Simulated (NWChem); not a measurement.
System: CH4GeO, singlet; SMILES [CH3][Ge][OH]

```xyz
7

Ge     0.4646     0.0849     0.0001
C     -0.6954    -1.5523     0.0004
H     -0.4944    -2.1473    -0.9005
H     -1.7549    -1.2821     0.0302
H     -0.4512    -2.1834     0.8649
O     -0.9266     1.2558     0.0002
H     -0.5829     2.1641    -0.0022
```
Atoms are numbered in this order, from 1.

Program: NWChem. Pople sets run with spherical d functions. Low-valent species are run as closed-shell singlets; no triplet was tried in these runs. Structure relaxed at the B3LYP/6-31G* (spherical d) level. Total energies compare along this basis series because the functional is fixed.

| level | basis functions | energy (Ha) | highest occupied level (eV) | orbital gap (eV) | dipole (D) | relative time |
|---|---|---|---|---|---|---|
| B3LYP/STO-3G | 32 | -2167.2160 | -2.71 | 4.07 | 1.17 | 1 |
| B3LYP/3-21G | 48 | -2182.1104 | -5.84 | 4.14 | 0.87 | 1 |
| B3LYP/6-31G* | 68 | -2192.5026 | -6.10 | 4.14 | 0.69 | 3 |
| B3LYP/6-311G** | 104 | -2192.7958 | -6.25 | 4.15 | 0.98 | 4 |

Times are rough ratios from one shared machine.
